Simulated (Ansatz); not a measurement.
Species: sum formula SiN$_{2}$H$_{3}$Cl$_{2}$ (charge -1, singlet). It need not be the lowest isomer of its formula. Whether it binds its extra electron was not tested at this geometry. 
Structure (B3LYP-D3(BJ)/def2-TZVP (Ansatz, a program for electronic structure) minimum search):
```
Si
N 1 1.6141
H 2 1.0112 1 118.28
N 1 1.7354 2 113.19 3 -166.38
H 4 1.0097 1 115.75 2 177.18
H 4 1.0108 5 110.14 1 129.62
Cl 1 2.1668 2 121.21 3 75.10
Cl 1 2.1939 2 116.62 3 -42.96
```
Charge -1, spin multiplicity 1.

Total electronic energies in hartree. Correlated levels leave the core frozen unless marked. No spin-orbit coupling. Non-relativistic. Basis-set limits of correlation are two-point, X^-3; Hartree-Fock from the larger set.

```
level                                                program  energy (Eh)
--------------------------------------------  --------------  -----------
r2SCAN0-D4/def2-TZVPD                         Ansatz + dftd4          ___
HSE06-D4/def2-TZVPD                           Ansatz + dftd4  -1320.92636
B2GP-PLYP-D3(BJ)/def2-TZVPD                   Ansatz + dftd3  -1320.88714
B2GP-PLYP/def2-TZVPD                                  Ansatz  -1320.87945
MP2/cc-pV(T+d)Z                                       Ansatz  -1319.79128
MP2/cc-pV(Q+d)Z                                       Ansatz  -1319.89712
MP2/CBS(aug-cc-pV(T+d)Z,aug-cc-pV(Q+d)Z)              Ansatz   -1319.9623
CCSD/cc-pV(Q+d)Z                                      Ansatz  -1319.92883
CCSD(T)/CBS(aug-cc-pV(T+d)Z,aug-cc-pV(Q+d)Z)          Ansatz   -1320.0402
```

What belongs in the gaps?


- r2SCAN0-D4/def2-TZVPD, energy (Eh): -1321.32888
